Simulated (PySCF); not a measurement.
2-methylidenefuran-3-one (C5H4O2), SMILES C=C1OC=CC1=O. Geometry optimised at B3LYP-D3(BJ)/def2-SVP.

Computed equilibrium geometry at B3LYP-D3(BJ)/def2-SVP (PySCF confirms it by a frequency run) as Cartesian coordinates in Å, and its point group:
point group Cs.
```xyz
11

C      0.9277    -1.8726     0.0000
C      0.5159    -0.6050     0.0000
O      1.3746     0.4785     0.0000
C      0.6034     1.6004     0.0000
C     -0.7281     1.3731     0.0000
C     -0.9038    -0.0874     0.0000
O     -1.9101    -0.7666     0.0000
H      0.1651    -2.6535     0.0000
H      1.9857    -2.1394     0.0000
H      1.1667     2.5335     0.0000
H     -1.5235     2.1136     0.0000
```
